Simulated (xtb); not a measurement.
BeF (SMILES [Be][F]), doublet, from a rough starting geometry (GFN-xTB shapes and energies of metal compounds can be far from the true ones) (the spin is typed, not shown lowest); GFN2-xTB in xtb 6.7.1.

xtb was given this input:
```
$ xtb mol.xyz --gfn 2 --uhf 1 --opt vtight --json

# file mol.xyz
2

Be    -0.29953362    -0.37317373    -0.48426133
F      0.33471918     0.39817417     0.49872058
```

The log (banner, timings and long lists left out):

```
   ID    Z sym.   atoms
    1    4 Be     1
    2    9 F      2

           -------------------------------------------------
          |                Calculation Setup                |
           -------------------------------------------------

           -------------------------------------------------
          |                 G F N 2 - x T B                 |
           -------------------------------------------------

          ...................................................
          :                      SETUP                      :
          :.................................................:
          :  # basis functions                   8          :
          :  # atomic orbitals                   8          :
          :  # shells                            4          :
          :  # electrons                         9          :
          :  max. iterations                   250          :
          :  Hamiltonian                  GFN2-xTB          :
          :  restarted?                      false          :
          :  GBSA solvation                  false          :
          :  PC potential                    false          :
          :  electronic temp.          300.0000000     K    :
          :  accuracy                    1.0000000          :
          :  -> integral cutoff          0.2500000E+02      :
          :  -> integral neglect         0.1000000E-07      :
          :  -> SCF convergence          0.1000000E-05 Eh   :
          :  -> wf. convergence          0.1000000E-03 e    :
          :  Broyden damping             0.4000000          :
          :  net charge                          0          :
          :  unpaired electrons                  1          :
          ...................................................

 iter      E             dE          RMSdq      gap      omega  full diag
   1      2.4338666  0.243387E+01  0.339E+01    2.27       0.0  T
   2     -4.8106450 -0.724451E+01  0.211E+01    9.85       1.0  T
   3     -4.9668599 -0.156215E+00  0.141E+01    6.87       1.0  T
   4     -5.2825871 -0.315727E+00  0.870E+00    3.97       1.0  T
   5     -4.8755259  0.407061E+00  0.222E+01    8.45       1.0  T
   6     -4.7189832  0.156543E+00  0.111E+01    3.05       1.0  T
   7     -4.9959500 -0.276967E+00  0.941E+00    3.05       1.0  T
   8     -4.9480863  0.478636E-01  0.977E+00    3.04       1.0  T
   9     -5.1674711 -0.219385E+00  0.998E+00    4.89       1.0  T
[...]
         :: total energy              -5.397759413393 Eh    ::
 * total energy  :    -5.3977594 Eh     change        0.4973799E-13 Eh
 * total energy  :    -5.3977659 Eh     change       -0.6472641E-05 Eh
 * total energy  :    -5.3977674 Eh     change       -0.1526540E-05 Eh
 * total energy  :    -5.3977680 Eh     change       -0.5753670E-06 Eh
 * total energy  :    -5.3977680 Eh     change       -0.3318323E-10 Eh
   *** GEOMETRY OPTIMIZATION CONVERGED AFTER 5 ITERATIONS ***
         :: total energy              -5.397767987975 Eh    ::
[...]
         2        2.0000           -0.4583602             -12.4726
         3        2.0000           -0.4562230             -12.4145
         4        2.0000           -0.4562230             -12.4145
         5        1.0000           -0.2793645              -7.6019 (HOMO)
         6                         -0.1575657              -4.2876 (LUMO)
         7                         -0.1575657              -4.2876
         8                          0.3657987               9.9539
      -------------------------------------------------------------
                  HL-Gap            0.1217988 Eh            3.3143 eV
             Fermi-level           -0.2931294 Eh           -7.9765 eV

     #   Z          covCN         q      C6AA      α(0)
     1   4 Be       0.668     0.453    71.604    25.033
     2   9 F        0.668    -0.453    14.229     4.453

 Mol. C6AA /au·bohr⁶  :        128.139066
 Mol. C8AA /au·bohr⁸  :       4601.934575
 Mol. α(0) /au        :         29.485666

Wiberg/Mayer (AO) data.
largest (>0.10) Wiberg bond orders for each atom

 ---------------------------------------------------------------------------
     #   Z sym  total        # sym  WBO       # sym  WBO       # sym  WBO
 ---------------------------------------------------------------------------
     1   4 Be   0.985 --     2 F    0.985
     2   9 F    0.985 --     1 Be   0.985
 ---------------------------------------------------------------------------

Topologies differ in total number of bonds
Writing topology from bond orders to xtbtopo.mol

molecular dipole:
                 x           y           z       tot (Debye)
 q only:       -0.541      -0.658      -0.839
   full:       -0.294      -0.358      -0.456       1.651
molecular quadrupole (traceless):
                xx          xy          yy          xz          yz          zz
 q only:       -0.009      -0.052      -0.002      -0.053      -0.043       0.011
  q+dip:        0.288      -0.596       0.068      -0.752      -0.903      -0.356
   full:        0.639      -1.276       0.151      -1.619      -1.958      -0.790

optimized geometry written to: xtbopt.xyz

           -------------------------------------------------
          | TOTAL ENERGY               -5.397767987975 Eh   |
          | GRADIENT NORM               0.000000093248 Eh/α |
          | HOMO-LUMO GAP               3.314315223631 eV   |
           -------------------------------------------------

normal termination of xtb
```
